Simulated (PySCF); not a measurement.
Mapped SMILES: `[SiH3:1][O:2][CH:3]1[CH2:4][O:5][CH2:6]1`. Hydrogens are named by the atom that carries them. Ha(C4), Ha(C6) are cis to O2 on the ring; Hb(C4), Hb(C6) are trans to O2 on the ring.

Geometry: PBE0-D3(BJ)/def2-SVP; GIAO absolute shieldings from PySCF 2.14.0 with density-fitted response routines, gas phase, non-relativistic, averaged over equivalent atoms.

At PBE0/pcSseg-1 (149 basis functions, 24 s wall time on 1 thread of an Arm Neoverse N1, shared host):
```tsv
atoms	σ (ppm)
Si1	384.6
O2	290.4
O5	340.4
C4/C6	102.4
C3	113.9
H(Si1)	26.55
Hb(C4)/Hb(C6)	26.59
Ha(C4)/Ha(C6)	26.61
H(C3)	26.74
```

**Question.** Estimate the result of repeating the calculation with PBE0/cc-pVTZ.

**Answer.** 
| atoms | σ at PBE0/cc-pVTZ | change |
| --- | --- | --- |
| Si1 | 388.6 | +4.0 |
| O2 | 287.8 | -2.6 |
| O5 | 339.7 | -0.7 |
| C4/C6 | 105.9 | +3.5 |
| C3 | 117.8 | +3.9 |
| H(Si1) | 26.44 | -0.11 |
| Hb(C4)/Hb(C6) | 26.68 | +0.09 |
| Ha(C4)/Ha(C6) | 26.79 | +0.18 |
| H(C3) | 26.57 | -0.17 |

The largest change is at Si1 (silicon bonded to O, 3 H). Cost: 296 basis functions, 80 s wall time on 1 thread of an Arm Neoverse N1, shared host.
